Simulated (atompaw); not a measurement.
Ta (Z = 73) PAW (atompaw): all-electron and pseudo phase curves

```
Element                 : tantalum
Generator               : atompaw 4.2.0.5
Type                    : PAW
Functional              : LDA (PW92)
Relativity              : scalar-relativistic
Frozen core             : [Kr] 4d10 4f14
Valence charge          : 13
Reference configuration : 5s2 5p6 5d3 6s0 6p0 (charge +2)
Partial waves           : 5s (bound): rc 1.75 bohr; 6s (bound, empty): rc 2.90 bohr; 5p (bound): rc 1.40 bohr; 6p (bound, empty): rc 2.55 bohr; 5d (bound): rc 2.90 bohr; 5d channel at 2.55 Ry: rc 2.90 bohr
Local potential         : bessel scheme, radius 2.65 bohr
Core correction         : smooth core density matched at 2.40 bohr
Augmentation charge     : besselshape compensation charge, radius 2.75 bohr; PAW radius 2.90 bohr; waves and projectors: custom polynom vanderbiltortho
```

The phase is arctan(r·u′/u) with u = r·R(r), unwrapped; energies in Ry, scanned from -9 to 5 Ry. A pole is an energy at which the radial function vanishes at the test radius. The pseudo phase is shifted by a multiple of π to meet the all-electron one at the reference energy, and phase errors are pseudo minus all-electron; the curves can meet again beyond the range given. Levels narrower than the energy grid can be missing from the lists of poles. n/a: not evaluated, since a narrow level or a reset projector energy made the automatic matching unsafe.

| channel | radius (bohr) | reference energy (Ry) | poles, all-electron | poles, pseudo | unbroken range about the reference energy with phases within 0.05 rad | phase error 1 Ry above the reference energy (rad) |
| --- | --- | --- | --- | --- | --- | --- |
| s | 2.91 | -1.38 | 0.24 | 0.20 | n/a | n/a |
| p | 2.91 | -0.93 | -4.01, 1.63 | -4.01, 1.64 | below 4.7 | +0.001 |
| d | 2.91 | -1.37 | -0.98, 4.07 | -0.96, 4.22 | below 0.5 | +0.016 |

Phases in the s channel:

```csv
E (Ry),all-electron,pseudo
-9.00,1.441,1.441
-8.76,1.439,1.438
-8.52,1.436,1.436
-8.28,1.433,1.433
-8.04,1.431,1.430
-7.80,1.427,1.427
-7.56,1.424,1.424
-7.32,1.420,1.420
-7.08,1.415,1.415
-6.84,1.408,1.407
-6.60,1.371,1.371
-6.36,-1.720,-1.721
-6.12,-1.733,-1.733
-5.88,-1.740,-1.741
-5.64,-1.747,-1.747
-5.40,-1.754,-1.754
-5.16,-1.761,-1.762
-4.92,-1.769,-1.770
-4.68,-1.778,-1.779
-4.44,-1.788,-1.789
-4.20,-1.800,-1.801
-3.96,-1.814,-1.815
-3.72,-1.830,-1.831
-3.48,-1.850,-1.851
-3.24,-1.875,-1.877
-3.00,-1.908,-1.909
-2.76,-1.952,-1.953
-2.52,-2.014,-2.016
-2.28,-2.111,-2.112
-2.04,-2.277,-2.279
-1.80,-2.603,-2.606
-1.56,-3.229,-3.230
-1.32,-3.891,-3.891
-1.08,-4.251,-4.252
-0.84,-4.434,-4.435
-0.60,-4.539,-4.542
-0.36,-4.608,-4.611
-0.12,-4.657,-4.662
0.12,-4.696,-4.701
0.36,-4.728,-4.734
0.60,-4.755,-4.764
0.84,-4.781,-4.792
1.08,-4.806,-4.820
1.32,-4.831,-4.850
1.56,-4.858,-4.883
1.80,-4.889,-4.924
2.04,-4.925,-4.976
2.28,-4.970,-5.049
2.52,-5.031,-5.162
2.76,-5.118,-5.362
3.00,-5.258,-5.771
3.24,-5.508,-6.484
3.48,-5.983,-7.070
3.72,-6.645,-7.360
3.96,-7.114,-7.509
4.20,-7.359,-7.598
4.44,-7.495,-7.657
4.68,-7.580,-7.699
4.92,-7.638,-7.731
```
